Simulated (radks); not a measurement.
Task: Ionisation of neutral magnesium, [Ne] 3s2, to [Ne] 3s1 as the strength of local exchange is varied. Method: scalar-relativistic Kohn-Sham, Slater X-alpha exchange (alpha = 2/3 is LDA exchange), no correlation, spin-polarised, spherical densities, finite nucleus; Fermi nuclear charge, rms radius 3.057 fm; computed with a radial shooting solver on a logarithmic mesh with Libxc functionals.

alpha  E(Mg) (hartree)  exchange (hartree)  IE (eV)  -e of the level emptied (eV)  <r> of it (bohr)
0.626       -197.68251           -13.62263    6.289                    3.651 (3s)             3.259
0.667       -198.57653           -14.57015    6.498                    3.876 (3s)             3.214
0.887       -203.43170           -19.76991    7.683                    5.175 (3s)             2.998
0.934       -204.48161           -20.90597    7.949                    5.472 (3s)             2.956
?           -202.31967           -18.57107    7.405                    4.866 (3s)             3.044

Which alpha was used in the last row?

Result: alpha = 0.837. NIST Atomic Spectra Database: 7.646 eV (measured). The Delta-SCF value meets it near alpha = 0.88.
